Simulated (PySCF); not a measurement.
Telling isomers of C$_{6}$H$_{10}$O$_{3}$Si apart by NMR

Theory: coordinates at the GFN2-xTB level, GIAO PBE0/pcSseg-1 shieldings, in PySCF 2.14 (a single conformation, gas phase, equivalent nuclei averaged, relativity neglected).

Scale: 1H (31.72 ppm), 13C (186.93 ppm) vs TMS (reference shieldings calculated alike). Where no couplings were computed, multiplicities follow the n + 1 count of equivalent neighbours, and m marks all less simple cases (inequivalent or close neighbours, rings, F or P nearby). Acid and N–H amide carbonyl carbons lie up to 10 ppm further downfield in solution (hydrogen bonding). Shifts are as computed. Against solution values, carbons near 30 ppm lie about +3 ppm off and those near 130 ppm about +5 ppm. Of 1309 compounds with measured shifts, 239 miss one by over three times the rms of a fit or turn the order of signals round; such compounds aren't used in these exercises. OH and NH positions are gas-phase values without hydrogen bonding to other molecules.

(1) Tabulate the signals of `CO[SiH2]CC(=C=O)C(C)=O`, `C[SiH](C)/C=C/C(=O)OC=O`, `O=C(O)C[SiH2]O[C@]12C[C@H]1C2` and their relative energies.

(2) What is the quickest way to tell C[SiH](C)/C=C/C(=O)OC=O from O=C(O)C[SiH2]O[C@]12C[C@H]1C2?

(3) What is the quickest way to tell CO[SiH2]CC(=C=O)C(C)=O from O=C(O)C[SiH2]O[C@]12C[C@H]1C2?

(4) What is the quickest way to tell CO[SiH2]CC(=C=O)C(C)=O from C[SiH](C)/C=C/C(=O)OC=O?

Results:

(1) 
```json
{"SMILES": "CO[SiH2]CC(=C=O)C(C)=O", "carbon types": "3×C 1×CH2 2×CH3", "δC": "203.6, 198.7, 53.2, 46.8, 30.3, 11.4", "δH": "5.06 (t, 2H), 3.73 (s, 3H), 2.24 (s, 3H), 1.80 (t, 2H)", "E rel. (kcal/mol)": "4.3"}
{"SMILES": "C[SiH](C)/C=C/C(=O)OC=O", "carbon types": "1×C 3×CH 2×CH3", "δC": "168.4, 164.8, 159.4, 140.5, -2.7", "δH": "8.21 (m, 1H), 8.19 (s, 1H), 6.41 (d, 1H), 4.62 (m, 1H), 0.29 (d, 6H)", "E rel. (kcal/mol)": "0.0"}
{"SMILES": "O=C(O)C[SiH2]O[C@]12C[C@H]1C2", "carbon types": "2×C 1×CH 3×CH2", "δC": "175.1, 52.2, 36.0, 25.3, 4.4", "δH": "5.79 (br s, 1H), 4.84 (t, 2H), 2.46 (t, 2H), 2.00 (m, 2H), 1.96 (m, 1H), 0.87 (m, 2H)", "E rel. (kcal/mol)": "26.5"}
```

Energies are electronic energies at PBE0/pcSseg-1 on these geometries, without zero-point or thermal terms, each for the one conformer computed, which needn't be the lowest.

(2) Both give the same number of carbon signals, but DEPT or the intensities differ. The first has a β carbon of a C=C–C=O unit (CH) at 168.4 ppm, the second a three-membered-ring carbon (C) at 52.2 ppm. Their most deshielded carbons lie at 168.4 and 175.1 ppm. In the proton spectra the most deshielded non-exchanging signals are 8.21 (m, 1H) and 4.84 (t, 2H).

(3) Count the carbon signals: 6 against 5. The first has a methyl carbon bonded to O (CH3) at 53.2 ppm, the second a three-membered-ring carbon (CH) at 4.4 ppm. Their most deshielded carbons lie at 203.6 and 175.1 ppm.

(4) Count the carbon signals: 6 against 5. The first has a terminal carbon of a ketene (C) at 46.8 ppm, the second a β carbon of a C=C–C=O unit (CH) at 168.4 ppm. Their most deshielded carbons lie at 203.6 and 168.4 ppm. In the proton spectra the most deshielded non-exchanging signals are 5.06 (t, 2H) and 8.21 (m, 1H).
